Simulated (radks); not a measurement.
Results of a calculation; reference values are marked as such.
Q: All-electron atom: Zn III in [Ar] 3d9 4p1 (not the ground configuration). Code: a radial shooting solver on a logarithmic mesh with Libxc functionals. Model: scalar-relativistic Kohn-Sham, r2SCAN, spin-unpolarised, spherical densities, finite nucleus; meta-GGA in the generalised Kohn-Sham scheme; Fermi nuclear charge, rms radius 3.9283 fm. Some entries of the table are withheld. Estimate them.

| orbital | occ. | eigenvalue (eV) | <r^2> (bohr^2) |
|---|---|---|---|
| 1s | 2 | -9585.516 | 0.003407 |
| 2s | 2 | -1200.769 | (1) |
| 2p | 6 | (2) | 0.04818 |
| 3s | 2 | -164.2424 | 0.5285 |
| 3p | 6 | -116.5907 | (3) |
| 3d | 9 | (4) | 0.8745 |
| 4p | 1 | -17.8238 | (5) |

A: 
(1) 2s <r^2> (bohr^2): 0.06020
(2) 2p eigenvalue (eV): -1043.133
(3) 3p <r^2> (bohr^2): 0.5872
(4) 3d eigenvalue (eV): -39.9804
(5) 4p <r^2> (bohr^2): 7.579
